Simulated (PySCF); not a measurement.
PySCF job for C₃H₆NO, SMILES C[N]C(C)=O (connectivity only; charge and spin as stated), charge -1, multiplicity 1, PBE-D3(BJ)/def2-SVPD. Coordinates come from a PBE-D3(BJ)/def2-SVPD optimisation. The spin state was assumed, not searched. The isomer is the one that the SMILES or the coordinates give; other isomers of the formula were not compared.

```python
import numpy as np
from pyscf import gto, scf, dft, df
from pyscf.hessian import thermo

mol = gto.M(
    atom='''
    C    -0.05200974    1.82709765   -0.00000000
    N    -0.83604075    0.62575873    0.00000000
    C    -0.21289407   -0.54948023   -0.00000000
    C     1.34247317   -0.57993585   -0.00000000
    O    -0.79409134   -1.68033390    0.00000000
    H    -0.72125541    2.71620677    0.00000000
    H     0.62516825    1.95577436   -0.89335817
    H     0.62516825    1.95577436    0.89335817
    H     1.68414462   -1.63042206   -0.00000000
    H     1.76318704   -0.06053138   -0.88938086
    H     1.76318704   -0.06053138    0.88938087
    ''',
    basis='def2-SVPD',
    charge=-1,
    spin=0,
    max_memory=1600,
    verbose=3,
)
mf = dft.RKS(mol, xc='pbe').density_fit(auxbasis='def2-universal-jkfit')
mf.disp = 'd3bj'
mf.grids.level = 3
mf.conv_tol = 1e-11
mf.max_cycle = 100
mf.kernel()

# [left out here: the lines that compute and print the analytic Hessian (its translational invariance restored by hand, since the grid's response is missing), thermochemistry and intensities]
```

Output:

```
converged SCF energy = -247.472571812866

WARN: DFTD3 does not support analytical Hessian, using finite difference


WARN: Mole.unit (angstrom) is changed to Bohr

Mode                                 0                   1                   2
Irrep
Freq [cm^-1]                      123.9017            159.6885            236.4116
Reduced mass [au]                   1.0386              1.2187              2.4795
Force const [Dyne/A]                0.0094              0.0183              0.0816
Char temp [K]                     178.2670            229.7562            340.1436
Normal mode                   x     y     z       x     y     z       x     y     z
       0   C                -0.00  0.00  0.04   -0.00  0.00  0.04   -0.00  0.00  0.09
       1   N                 0.00 -0.00  0.01    0.00 -0.00 -0.06    0.00  0.00 -0.17
       2   C                -0.00 -0.00  0.00    0.00  0.00 -0.02    0.00  0.00 -0.03
       3   C                 0.00 -0.00 -0.03    0.00 -0.00 -0.05   -0.00 -0.00 -0.02
       4   O                -0.00  0.00 -0.01   -0.00  0.00  0.07    0.00 -0.00  0.09
       5   H                -0.00 -0.00 -0.29   -0.00 -0.00 -0.31   -0.00  0.00  0.40
       6   H                 0.27 -0.13  0.23    0.32 -0.10  0.27   -0.07  0.25  0.07
       7   H                -0.27  0.13  0.23   -0.32  0.10  0.27    0.07 -0.25  0.07
       8   H                 0.00 -0.00  0.37   -0.00 -0.00 -0.37   -0.00 -0.00  0.10
       9   H                -0.06 -0.38 -0.28    0.02  0.29  0.13   -0.02 -0.10 -0.09
      10   H                 0.06  0.38 -0.28   -0.02 -0.29  0.13    0.02  0.10 -0.09
Mode                                 3                   4                   5
Irrep
Freq [cm^-1]                      317.9435            473.2638            561.7122
Reduced mass [au]                   2.5873              3.0115              2.4492
Force const [Dyne/A]                0.1541              0.3974              0.4553
[...]
       6   H                 0.03  0.18  0.00   -0.03 -0.03 -0.00    0.02 -0.06  0.01
       7   H                 0.03  0.18 -0.00   -0.03 -0.03  0.00    0.02 -0.06 -0.01
       8   H                -0.07  0.01  0.00   -0.20 -0.01  0.00    0.60  0.06  0.00
       9   H                -0.18  0.02  0.00   -0.17  0.01 -0.00   -0.29  0.19  0.05
      10   H                -0.18  0.02 -0.00   -0.17  0.01  0.00   -0.29  0.19 -0.05
Mode                                 9                  10                  11
Irrep
Freq [cm^-1]                      967.2913           1057.7760           1068.3328
Reduced mass [au]                   1.8547              1.3417              4.5018
Force const [Dyne/A]                1.0224              0.8845              3.0272
Char temp [K]                    1391.7168           1521.9042           1537.0930
Normal mode                   x     y     z       x     y     z       x     y     z
       0   C                 0.00 -0.00 -0.01    0.00  0.00 -0.13   -0.12 -0.08 -0.00
       1   N                 0.00 -0.00 -0.03   -0.00 -0.00  0.07    0.13  0.11  0.00
       2   C                -0.00  0.00  0.16    0.00 -0.00 -0.00   -0.10  0.04 -0.00
       3   C                -0.00  0.00 -0.12   -0.00  0.00  0.01    0.02 -0.02  0.00
       4   O                -0.00 -0.00 -0.03   -0.00  0.00 -0.00    0.02 -0.03 -0.00
       5   H                -0.00 -0.00  0.02   -0.00 -0.00  0.27    0.09  0.08  0.00
       6   H                 0.02  0.04  0.01    0.32  0.44  0.17   -0.04 -0.24  0.02
       7   H                -0.02 -0.04  0.01   -0.32 -0.44  0.17   -0.04 -0.24 -0.02
       8   H                -0.00 -0.00  0.24   -0.00 -0.00 -0.02    0.12  0.02 -0.00
       9   H                 0.45  0.02  0.11   -0.03 -0.00 -0.00    0.03  0.03  0.02
      10   H                -0.45 -0.02  0.11    0.03  0.00 -0.00    0.03  0.03 -0.02
Mode                                12                  13                  14
Irrep
Freq [cm^-1]                     1088.3241           1254.5037           1341.6062
Reduced mass [au]                   1.5993              1.2698              1.3884
Force const [Dyne/A]                1.1161              1.1774              1.4724
Char temp [K]                    1565.8561           1804.9515           1930.2727
Normal mode                   x     y     z       x     y     z       x     y     z
       0   C                 0.08 -0.10 -0.00   -0.01 -0.02  0.00   -0.06 -0.11 -0.00
       1   N                -0.00  0.04  0.00   -0.00  0.03 -0.00   -0.03  0.06 -0.00
       2   C                -0.11  0.04 -0.00    0.00 -0.00  0.00    0.05 -0.02  0.00
       3   C                 0.02 -0.03  0.00    0.13 -0.01 -0.00   -0.02  0.00  0.00
       4   O                 0.03  0.02  0.00   -0.00 -0.01  0.00   -0.01 -0.02  0.00
       5   H                -0.39 -0.45  0.00    0.04  0.02  0.00    0.32  0.21  0.00
       6   H                -0.08  0.30 -0.07    0.00  0.05  0.01    0.18  0.44  0.20
       7   H                -0.08  0.30  0.07    0.00  0.05 -0.01    0.18  0.44 -0.20
       8   H                 0.17  0.01 -0.00   -0.45 -0.18  0.00    0.00  0.01 -0.00
       9   H                -0.01  0.03  0.02   -0.46  0.12 -0.18    0.09  0.02  0.06
      10   H                -0.01  0.03 -0.02   -0.46  0.12  0.18    0.09  0.02 -0.06
Mode                                15                  16                  17
Irrep
Freq [cm^-1]                     1363.3326           1388.3317           1391.5025
Reduced mass [au]                   1.9067              1.2460              1.0493
Force const [Dyne/A]                2.0881              1.4150              1.1971
Char temp [K]                    1961.5321           1997.5002           2002.0623
Normal mode                   x     y     z       x     y     z       x     y     z
       0   C                 0.03 -0.03 -0.00   -0.01  0.03  0.00    0.00 -0.00  0.04
       1   N                -0.03  0.10 -0.00    0.02 -0.07  0.00   -0.00  0.00  0.01
       2   C                 0.13  0.02  0.00   -0.07  0.01 -0.00    0.00 -0.00 -0.01
       3   C                -0.02 -0.03  0.00    0.01 -0.05 -0.00   -0.00  0.00 -0.04
       4   O                -0.05 -0.07 -0.00    0.02  0.03  0.00   -0.00 -0.00  0.00
       5   H                -0.06 -0.08  0.00   -0.06 -0.02 -0.00    0.00  0.00 -0.45
       6   H                -0.25 -0.06 -0.21    0.20 -0.01  0.15   -0.10  0.28 -0.04
       7   H                -0.25 -0.06  0.21    0.20 -0.01 -0.15    0.10 -0.28 -0.04
       8   H                -0.16 -0.06 -0.00   -0.27 -0.13  0.00    0.00  0.00  0.55
       9   H                 0.10  0.25  0.21    0.13  0.41  0.31   -0.21  0.29  0.05
      10   H                 0.10  0.25 -0.21    0.13  0.41 -0.31    0.21 -0.29  0.05
Mode                                18                  19                  20
Irrep
Freq [cm^-1]                     1403.8041           1414.7110           1600.6633
Reduced mass [au]                   1.2478              1.0480              8.4818
Force const [Dyne/A]                1.4488              1.2358             12.8038
Char temp [K]                    2019.7616           2035.4542           2302.9980
Normal mode                   x     y     z       x     y     z       x     y     z
       0   C                 0.03 -0.02 -0.00   -0.00 -0.00  0.04   -0.01  0.00 -0.00
       1   N                 0.03 -0.07 -0.00   -0.00  0.00  0.01   -0.02  0.10 -0.00
       2   C                -0.08 -0.02  0.00    0.00  0.00  0.01   -0.01 -0.23  0.00
       3   C                 0.01 -0.00  0.00   -0.00  0.00  0.04   -0.00  0.02  0.00
       4   O                 0.03  0.04 -0.00   -0.00 -0.00 -0.00    0.04  0.09 -0.00
       5   H                 0.44  0.33  0.00   -0.00 -0.00 -0.54   -0.08 -0.05  0.00
       6   H                -0.37  0.17 -0.26   -0.13  0.35 -0.05   -0.01 -0.07 -0.04
       7   H                -0.37  0.17  0.26    0.13 -0.35 -0.05   -0.01 -0.07  0.04
       8   H                -0.04 -0.02 -0.00    0.00  0.00 -0.45   -0.11 -0.03 -0.00
       9   H                 0.03  0.06  0.05    0.17 -0.24 -0.04    0.05  0.02  0.03
      10   H                 0.03  0.06 -0.05   -0.17  0.24 -0.04    0.05  0.02 -0.03
Mode                                21                  22                  23
Irrep
Freq [cm^-1]                     2742.9163           2755.8717           2918.1335
Reduced mass [au]                   1.0462              1.0974              1.0684
Force const [Dyne/A]                4.6375              4.9107              5.3604
Char temp [K]                    3946.4459           3965.0857           4198.5444
Normal mode                   x     y     z       x     y     z       x     y     z
       0   C                -0.06 -0.01 -0.00    0.00  0.00 -0.09    0.04 -0.05  0.00
       1   N                -0.00 -0.01 -0.00   -0.00  0.00 -0.00   -0.00 -0.00  0.00
       2   C                -0.00  0.01  0.00    0.00 -0.00  0.00    0.00  0.00  0.00
       3   C                 0.00  0.00 -0.00   -0.00 -0.00 -0.00   -0.03 -0.01 -0.00
       4   O                -0.00 -0.00 -0.00   -0.00  0.00 -0.00   -0.00 -0.00  0.00
       5   H                -0.07  0.07 -0.00    0.00 -0.00 -0.04   -0.48  0.61 -0.00
       6   H                 0.39  0.05 -0.56   -0.41 -0.04  0.53   -0.01 -0.01  0.03
       7   H                 0.39  0.05  0.56    0.41  0.04  0.53   -0.01 -0.01 -0.03
       8   H                 0.00  0.01  0.00   -0.00 -0.00  0.00    0.05 -0.19 -0.00
       9   H                -0.00 -0.01  0.01   -0.00  0.00  0.00    0.13  0.17 -0.31
      10   H                -0.00 -0.01 -0.01    0.00 -0.00  0.00    0.13  0.17  0.31
Mode                                24                  25                  26
Irrep
Freq [cm^-1]                     2920.7667           2988.4197           3055.1741
Reduced mass [au]                   1.0527              1.1002              1.1003
Force const [Dyne/A]                5.2910              5.7888              6.0513
Char temp [K]                    4202.3330           4299.6706           4395.7154
Normal mode                   x     y     z       x     y     z       x     y     z
       0   C                -0.03  0.03 -0.00    0.00 -0.00  0.00    0.00 -0.00  0.00
       1   N                 0.00  0.00 -0.00    0.00 -0.00 -0.00    0.00 -0.00 -0.00
       2   C                 0.00 -0.00  0.00   -0.00 -0.00 -0.00    0.00  0.00 -0.00
       3   C                -0.04 -0.02 -0.00    0.00 -0.00 -0.09   -0.01  0.09 -0.00
       4   O                 0.00  0.00  0.00    0.00  0.00  0.00   -0.00 -0.00 -0.00
       5   H                 0.34 -0.43  0.00   -0.00  0.00  0.00   -0.00  0.00  0.00
       6   H                 0.01  0.01 -0.04    0.00 -0.00 -0.00   -0.00 -0.00  0.00
       7   H                 0.01  0.01  0.04   -0.00  0.00 -0.00   -0.00 -0.00 -0.00
       8   H                 0.08 -0.28 -0.00   -0.00  0.00 -0.02    0.27 -0.85 -0.00
       9   H                 0.18  0.24 -0.43   -0.25 -0.32  0.53   -0.09 -0.09  0.19
      10   H                 0.18  0.24  0.43    0.25  0.32  0.53   -0.09 -0.09 -0.19
temperature 298.1500 [K]
pressure 101325.00 [Pa]
Rotational constants [GHz] 9.15046 4.23966 3.00775
Symmetry number 1
Zero-point energy (ZPE) 0.08403 [Eh]   220624.756 [J/mol]
                           tot       elec      trans        rot        vib
Entropy [J/mol/K]       315.777      0.000    162.098    106.376     47.303
Cv [J/mol/K]             84.029      0.000     12.472     12.472     59.086
Cp [J/mol/K]             92.343      0.000     20.786     12.472     59.086
Internal energy [J/mol]                      3718.434   3718.434 228878.486
Internal energy [Eh]   -247.38256  -247.47257
Enthalpy [J/mol]                             6197.391   3718.434 228878.486
Enthalpy [Eh]          -247.38162
Gibbs free energy [J/mol]                  -42132.169 -27997.548 214775.210
Gibbs free energy [Eh] -247.41748
mode   freq/cm-1   IR/(km/mol)
   1      123.90         0.132
   2      159.69         0.092
   3      236.41         1.872
   4      317.94         0.676
   5      473.26         1.103
   6      561.71         5.745
   7      575.35         7.225
   8      777.13         6.130
   9      938.72        13.733
  10      967.29         1.767
  11     1057.78         1.289
  12     1068.33        51.857
  13     1088.32        33.862
  14     1254.50        15.025
  15     1341.61        94.540
  16     1363.33        68.203
  17     1388.33        28.425
  18     1391.50         1.335
  19     1403.80        17.959
  20     1414.71         3.226
  21     1600.66       723.027
  22     2742.92       286.593
  23     2755.87       210.279
  24     2918.13        70.924
  25     2920.77       108.303
  26     2988.42        49.207
  27     3055.17        37.191
max |gradient| / (hartree/bohr): 6.475316249126932e-05
APT charges: [ 0.5554 -0.9484  1.0734 -0.0537 -1.0552 -0.097  -0.1721 -0.1721 -0.0291
 -0.0505 -0.0505]
```

The calculation finished and met its thresholds.
